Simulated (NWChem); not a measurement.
Species: C2H6BF; SMILES CB(C)F

```xyz
10

B      0.0691    -0.0009    -0.0001
F      1.4116     0.0138    -0.0001
C     -0.6498    -1.4005     0.0048
H     -0.9134    -1.6622    -1.0324
H     -1.5940    -1.3883     0.5620
H     -0.0160    -2.2077     0.3875
C     -0.6737     1.3866    -0.0050
H     -1.6692     1.3402    -0.4607
H     -0.0908     2.1764    -0.4922
H     -0.8252     1.7056     1.0385
```
Atoms are numbered in this order, from 1.

Computed with NWChem. Geometry: optimised at B3LYP/6-31G* (spherical d). Ions are spin-unrestricted doublets at the neutral geometry; other ion states weren't tried. Functional: LC-ωPBE (HJS hole) with def2-SVP; rows give the range parameter ω in 1/bohr.

| range parameter (1/bohr) | vertical ionisation energy, ΔSCF (eV) | −ε(HOMO) (eV) | ΔSCF minus −ε(HOMO) (eV) |
|---|---|---|---|
| 0.15 | 10.70 | 9.18 | 1.52 |
| 0.35 | 11.20 | 11.12 | 0.08 |
| 0.40 | 11.32 | 11.44 | -0.12 |
| 0.60 | ? | ? | ? |
| 0.80 | 11.84 | 12.81 | -0.97 |

**Question.** Some entries are withheld; supply them.

**Answer.** 
- 0.60, vertical ionisation energy, ΔSCF (eV): 11.66
- 0.60, −ε(HOMO) (eV): 12.35
- 0.60, ΔSCF minus −ε(HOMO) (eV): -0.69
